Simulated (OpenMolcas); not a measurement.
# F III: Slater's ratio, worked from levels

- Program: OpenMolcas
- Basis: ANO-RCC [8s7p4d3f2g]
- Scalar Hamiltonian: DKH2, point nucleus
- Active space: 3 electrons in 9 orbitals (RAS2 2p; RAS3 3s 3d, at most 1 electron)
- State averaging: 2S+1 = 4 odd, 1 root; 2S+1 = 2 odd, 8 roots; 2S+1 = 4 even, 3 roots; 2S+1 = 2 even, 3 roots
- Spin-orbit coupling: state interaction with AMFI integrals over the reference wave functions, term energies averaged over their components

Methods: RASSCF; SS-RASPT2, IPEA 0.25 Eh, imaginary shift 0.1 Eh (closed shells correlated: 1s 2s).

**Slater's ratio.** With one set of orbitals, p3 has 2D* - 4S* = 9 F2 and 2P* - 2D* = 6 F2 (F2 = F²/25), a ratio of 2/3. Term energies are centres of gravity, weighted by 2J + 1.

| Source | 2D* - 4S* | 2P* - 4S* | F2 from the first | Ratio |
| --- | --- | --- | --- | --- |
| RASSCF | 37905 | 62873 | 4212 | 0.659 |
| SS-RASPT2 | 34617 | 56054 | 3846 | 0.619 |

Energies in cm-1. A ratio away from 2/3 shows effects beyond one configuration with one set of orbitals, and in heavier atoms second-order spin-orbit shifts.

Term energies are means over components that CASPT2 splits; among the terms shown or strongly mixed into the levels shown the widest spread is 130 cm-1 (2s2 2p3 2D*, SS-RASPT2). With the s shell closed, the reference lacks s² → p² mixing. Levels of configurations outside the active space are missing.

* marks odd parity.
